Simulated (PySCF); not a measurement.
# Exercise with solution: dipole moment from atomic charges

VO2F, SMILES [O]=[V](=[O])[F], multiplicity 1. Atoms are numbered in the order given.

```xyz
4

V     -0.0476    -0.1867     0.0000
O     -0.8687     0.1814     1.2893
O     -0.8687     0.1814    -1.2893
F      1.6660     0.1545     0.0000
```

Geometry: B3LYP-D3(BJ)/def2-SVP. The spin state was assumed, not searched.

Charges (e) from PBE/def2-TZVPD (PySCF):

```tsv
atom	IAO	ESP fit
V1	1.397	1.524
O2	-0.456	-0.539
O3	-0.456	-0.539
F4	-0.484	-0.446
```

The dipole moment of the full density is 2.85 D.

### Question
What dipole moment does each set of point charges give, and which comes closer to that of the density?

### Answer

μ = Σ q r, and 1 e Å = 4.8032 D.
IAO: Σ q r = (-0.081, -0.501, 0.000) e Å, |μ| = 2.44 D.
ESP fit: Σ q r = (0.121, -0.549, 0.000) e Å, |μ| = 2.70 D.
ESP fit comes closer in size. Point charges leave out the atoms' own dipoles (lone pairs, polarised bonds); fits to the potential absorb them, partitions of the density don't.
